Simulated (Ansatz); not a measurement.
A made-up structure of Si$_{2}$H$_{3}$I, singlet:

```csv
atom,x (Å),y (Å),z (Å)
Si1,-0.6697,0.3335,-0.9524
Si2,0.4985,-0.0396,0.8405
I3,1.9561,-1.9708,0.9677
H4,-1.2537,-0.8578,-1.6175
H5,-1.6471,1.4457,-0.8195
H6,0.3021,1.3036,-1.3145
```

It is relaxed with PBE-D4/def2-SVP and then PBE0-D4/def2-TZVP (Ansatz 0.2.0). Atoms count as bonded within 1.22 times the sum of their covalent radii (H–H: 0.88 Å). The end point is not checked to be a true minimum.

Task: Does its bonding change? (Judge from chemistry; the calculation decides.)

Result: The calculation gives: No: no bond forms or breaks.

Where it ends: The first stage lowers the energy by 1.22 eV in 15 steps. It ends as Si₂H₃I ([SiH3][Si][I]):
```xyz
6
angstrom
Si -0.6033 0.4221 -0.8303
Si 0.2476 -0.0716 1.3662
I 1.8843 -1.7040 0.4987
H -1.1420 -0.8208 -1.4509
H -1.6963 1.4368 -0.7938
H 0.4958 0.9520 -1.6855
```

Labels in which every atom is bracketed show which atoms are joined, not bond orders.

For scale, one of the runs: PBE0-D4/def2-TZVP relaxation, 142 basis functions, launched by `ansatz run in.yaml --threads 2 --pin off --events-out ev --progress --plain --max-ram 4352MiB`. Hardware: 2 CPU threads of an Arm Neoverse V1, shared host. Wall time about 41 s.
